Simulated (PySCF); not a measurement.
Simulated C 1s region for `C=CC[Si@@H](O)CCl`, binding energy against the vacuum level.

Every computed line was given a Gaussian of 1.0 eV full width at half maximum and an area set by the number of equivalent atoms; the highest printed point is 100. Method: delta-SCF UKS SCAN, pcX-2 on the ionised atom, pcseg-1 elsewhere, spin-free X2C in PySCF 2.14.0.

(binding energy (eV), intensity): (288.6, 0), (288.7, 0), (288.8, 0), (288.9, 1), (289.0, 2), (289.1, 3), (289.2, 5), (289.3, 8), (289.4, 12), (289.5, 18), (289.6, 26), (289.7, 35), (289.8, 45), (289.9, 56), (290.0, 67), (290.1, 78), (290.2, 87), (290.3, 94), (290.4, 99), (290.5, 100), (290.6, 98), (290.7, 93), (290.8, 85), (290.9, 76), (291.0, 67), (291.1, 58), (291.2, 52), (291.3, 47), (291.4, 45), (291.5, 44), (291.6, 44), (291.7, 44), (291.8, 42), (291.9, 39), (292.0, 34), (292.1, 29), (292.2, 23), (292.3, 18), (292.4, 13), (292.5, 9), (292.6, 5), (292.7, 3), (292.8, 2), (292.9, 1), (293.0, 1), (293.1, 0), (293.2, 0)

Question: Count the maxima, the lines and the sites behind this envelope.

Answer: The curve has 1 maximum (at 290.5 eV). Under it lie 4 lines from 4 inequivalent carbon sites. At this width some lines have no maximum of their own.

Question: Decompose the envelope and assign each component. Numbering: `[CH2:1]=[CH:2][CH2:3][Si@@H:4]([OH:5])[CH2:6][Cl:7]`.

Answer: 
| position (eV) | relative area | line | atoms | environment |
| --- | --- | --- | --- | --- |
| 290.09 | 1 | C 1s | C1 | terminal =CH2 carbon |
| 290.53 | 1 | C 1s | C3 | sp3 carbon bound to silicon |
| 290.73 | 1 | C 1s | C2 | alkene CH carbon |
| 291.75 | 1 | C 1s | C6 | sp3 C–Cl carbon |

Question: What are the centre and the root-mean-square width of the whole band?

Answer: The area-weighted mean of the lines is 290.78 eV. Their own spread about it is 0.61 eV (rms) and each Gaussian has σ = 1.0/2.355 = 0.42 eV; the variances add, which gives 0.74 eV.

The listed C 1s values span 1.66 eV, from C1 (bonded to C (double bond) and 2 H) to C6 (bonded to Cl, 2 H and Si).

No satellites, vibrations or lifetime broadening are included. One conformer (not necessarily the lowest) at the PBE0-D3(BJ)/def2-SVP geometry, without solvent, vibrations or thermal averaging.

Shape of the structure used: `[CH2:1]=[CH:2][CH2:3][Si@@H:4]([OH:5])[CH2:6][Cl:7]`: C1–C2–C3–Si4 -110°, C2–C3–Si4–O5 -60°, C3–Si4–C6–Cl7 -166°, H–O5–Si4–C3 161°.
